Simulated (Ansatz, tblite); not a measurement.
Forces on the cluster Mg₂Al₄O₈ at its PBE-D4/def2-SVP geometry. Charge 0, multiplicity 1.

The xTB rows come from tblite. The structure holds one bond between oxygen atoms, so isomers without such links may lie far lower. Another isomer (singlet) lies 4.83 eV lower at PBE0-D4/def2-TZVP; other spin states weren't run for this one.

GFN1-xTB (tblite), largest force 2.02 eV/Å:

```xyz
14
positions Å, forces eV/Å
Mg    0.514    2.210    1.289   -0.031   -0.463   -0.623
Mg   -1.634    1.184   -0.442    0.096   -0.263   -0.045
Al   -2.101   -1.576   -0.752   -0.112    0.983   -0.098
Al    1.805    0.402   -0.207   -0.819    0.630    0.192
Al    0.752   -1.758   -1.032    0.177    0.304    0.346
Al   -0.770   -0.722    1.466    0.195    0.547   -0.246
O     0.321    1.271   -1.051   -0.304    1.303    0.787
O    -0.220    2.625   -0.539    0.483   -1.939   -0.280
O    -1.024    0.988    1.597    0.084   -0.702    0.163
O     0.766   -1.087    0.662   -0.472   -0.144    0.173
O    -2.022   -1.817    1.015    0.100    0.197    0.386
O     2.110   -0.794   -1.497    0.058   -0.319   -0.264
O     2.245    1.476    1.049   -0.121   -0.215   -0.354
O    -0.742   -2.402   -1.559    0.666    0.081   -0.136
```

GFN2-xTB (tblite), largest force 1.80 eV/Å:

```
Mg -0.044 -0.471 -0.310
Mg 0.865 -0.577 0.151
Al 1.255 -0.500 1.152
Al -0.389 1.230 0.122
Al 0.143 0.539 -0.284
Al -0.092 1.201 -0.747
O -0.063 0.537 0.434
O 0.268 -1.565 0.142
O 0.466 -1.416 -0.220
O -1.138 -0.332 0.277
O 0.552 1.115 -1.294
O -0.893 -0.280 0.644
O -0.800 -0.727 -0.916
O -0.130 1.245 0.850
```

PBE-D4/def2-TZVP (Ansatz), largest force 0.41 eV/Å:

```
Mg 0.038 -0.245 -0.254
Mg 0.367 0.165 0.067
Al 0.291 -0.205 0.196
Al -0.271 0.059 0.104
Al -0.048 0.264 0.142
Al -0.051 0.151 -0.309
O 0.014 -0.076 -0.006
O -0.071 -0.072 0.118
O 0.026 -0.328 0.021
O -0.148 -0.050 -0.074
O 0.203 0.251 -0.162
O -0.254 -0.025 0.214
O -0.174 -0.130 -0.218
O 0.078 0.240 0.160
```
